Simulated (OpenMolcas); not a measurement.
Pm3+ among 8 point charges of -0.5 e arranged as a cube (Oh), 2.76 Å from the ion.
```
   1.5935    1.5935    1.5935  -0.50
   1.5935    1.5935   -1.5935  -0.50
   1.5935   -1.5935    1.5935  -0.50
   1.5935   -1.5935   -1.5935  -0.50
  -1.5935    1.5935    1.5935  -0.50
  -1.5935    1.5935   -1.5935  -0.50
  -1.5935   -1.5935    1.5935  -0.50
  -1.5935   -1.5935   -1.5935  -0.50
```

```
Program             : OpenMolcas 26.06
Method              : CASSCF
Basis               : ANO-RCC-VDZP [7s6p4d2f1g]
Scalar Hamiltonian  : DKH2, point nucleus
Active space        : 4 electrons in 7 orbitals (4f)
State averaging     : 2S+1 = 5 even, 35 roots (33 in the spin-orbit step); 2S+1 = 3 even, 117 roots kept (CI in the orbitals of an earlier block, 106 in the spin-orbit step); 2S+1 = 1 even, 75 roots kept (CI in the orbitals of an earlier block, 31 in the spin-orbit step)
Spin-orbit coupling : RASSI with atomic mean-field integrals over the reference wave functions
```

Problem. What is the spin-free ground state (labels of O, the rotations of Oh)?

Solution. 5E, 2-fold in its orbital part, 100 % from free-ion I terms; it has the highest spin that f4 allows.

Problem. Where is the first state of the same spin?

Solution. 5T2 at 2.69 cm-1 above the ground state.

Problem. What are the lowest two levels with spin-orbit coupling?

Solution. A 1-fold level A1, then a 3-fold level T1 15.7 cm-1 above it. Their leading multiplicities are 5 (98 %) and 5 (98 %).

Problem. What is χT at 300 K, and how does it compare with the textbook value?

Solution. Hund's rules give f4 the level 5I4 with g = 0.600, so an isolated free-ion multiplet has χT = g² J(J+1) / 8 = 0.900 cm3 K/mol. The computed 1.002 at 300 K differs by +11 %, through the field's splitting, the mixing of terms and any other multiplet in reach.

High states are left out of the spin-orbit mixing, which shifts the levels that they would mix with. This is an electrostatic model: the charges have no orbitals. The first state left out of the spin-orbit step lies near 39000 cm-1 above the lowest spin-free state of the reference (among the parities and spins computed), and the lists stop at four fifths of that energy or lower. No measured value stands beside these numbers.
